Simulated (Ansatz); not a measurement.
Two isomers of C3H6OSi: A = `C=C1[SiH2]C1O`, B = `C=C1OC[SiH2]1`.

Gas-phase electronic energies from Ansatz, PBE0-D4/def2-TZVP geometries. CBS: MP2 limit from def2 TZ/QZ plus the TZ coupled-cluster correction, frozen cores. Functionals use def2-TZVPP. B3LYP here is the variant with VWN-RPA as its local correlation; programs differ in this. One conformer a species, not always the lowest.

A:

Z-matrix (Å, degrees):
```
Si
C 1 1.922
C 1 2.414 2 35.3
H 1 1.501 2 102.2 3 -61.9
H 1 1.500 2 104.5 3 44.8
C 2 1.328 1 130.2 3 165.6
O 3 1.341 1 124.0 2 -110.0
H 3 1.082 1 99.2 2 124.6
H 6 1.083 2 121.0 1 8.5
H 6 1.087 2 121.3 1 -173.1
H 7 0.965 3 108.8 1 63.2
```

B:

```xyz
11

C     1.288    0.190   -1.605
C     0.407    0.087   -0.621
O    -0.947    0.334   -0.767
C    -1.490    0.098    0.557
Si    0.245   -0.332    1.198
H     0.992    0.482   -2.607
H     2.332   -0.019   -1.416
H    -1.961    1.008    0.937
H    -2.232   -0.703    0.521
H     0.866    0.588    2.186
H     0.500   -1.735    1.617
```

**Question.** Which isomer does CCSD(T)/CBS put lower? Give the gap. (Best estimate.)

**Answer.** Ansatz gave: B, by 138.3 kJ/mol.

**Question.** Give E(B) − E(A) in kJ/mol with B3LYP-D4, PBE0-D4, MP2/def2-TZVPP, PBE-D4, CCSD/def2-TZVPP, CCSD(T)/def2-TZVPP, B3LYP. (Estimate.)

**Answer.** Computed: B3LYP-D4 -127.0, PBE0-D4 -133.2, MP2/def2-TZVPP -139.7, PBE-D4 -106.3, CCSD/def2-TZVPP -155.5, CCSD(T)/def2-TZVPP -136.7, B3LYP -130.8. None reverses the order clearly.

Largest T1 diagnostic: 0.023.

From PBE to PBE0 (25 % exact exchange), in def2-TZVPP and without D4, E(B) − E(A) moves by −26.6 kJ/mol. In def2-TZVPP, CCSD(T) changes the Hartree–Fock value by +66.5 kJ/mol (the triples alone add +18.7 kJ/mol) and MP2 by +63.6 kJ/mol.
